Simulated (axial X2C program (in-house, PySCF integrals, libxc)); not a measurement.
## Spin–orbit effects along a row: molecules with Ni, PBE0

Computed with an in-house relativistic program for diatomic molecules, spin-free (one-electron X2C) or two-component (2c: spin–orbit coupling with atomic mean-field Coulomb and Gaunt terms, which also bring small scalar terms), in Dyall basis sets with cores contracted in-house; open shells are unrestricted.

Basis sets: Al dyall-v3z, Mg dyall-cv3z, Na dyall-cv3z, Ni dyall-cv3z, P dyall-v3z, Si dyall-v3z.

```tsv
molecule	spin-free state	Re (Å)	ωe (cm⁻¹)	De (eV)	2c state	Re 2c (Å)	ωe 2c (cm⁻¹)	De 2c (eV)
NaNi	M_S = 1/2, Λ = 0	2.634	204.1	1.25	Ω = 1/2	2.634	204.1	n/a
MgNi	M_S = 1, Λ = 0	2.567	221.2	0.75	Ω = 3	2.466	249.1	n/a
AlNi	M_S = 1/2, Λ = 2	2.347	301.5	2.02	Ω = 5/2	2.348	301.4	n/a
NiSi	M_S = 0, Λ = 3	2.184	375.7	2.13	Ω = 3	2.184	376.0	n/a
NiP	M_S = 3/2, Λ = 2	2.092	409.7	2.19	Ω = 7/2	2.093	409.5	n/a
```

(1) Work out the shifts from the spin-free to the two-component result.

Each entry is the lowest single determinant of a limited PBE0 search at one distance. De goes to single-determinant-based atoms at the same level (for ions the charge split of lowest energy) and is withheld (n/a) where an atom does not fit its ground term or J level. Main or longest-lived isotopes. One determinant is a doubtful description, or other states lie close, for NaNi, MgNi, AlNi, NiSi, NiP; these need not be ground states, and all values refer to the states named. With several unpaired electrons the Ω given is that of one determinant, not necessarily of the lowest component. The functionals have no current term, which raises determinants with orbital currents. The lowest determinant changes configuration between the Hamiltonians for MgNi, so two states are compared there.

Answers

(1) 

```tsv
molecule	2c state	ΔRe (Å)	Δωe (cm⁻¹)	ΔDe (eV)
NaNi	Ω = 1/2	0.000	0.0	n/a
MgNi	Ω = 3	other state	other state	n/a
AlNi	Ω = 5/2	0.001	-0.1	n/a
NiSi	Ω = 3	0.000	0.3	n/a
NiP	Ω = 7/2	0.001	-0.2	n/a
```

Shifts of one unit in the last digit are rounding.
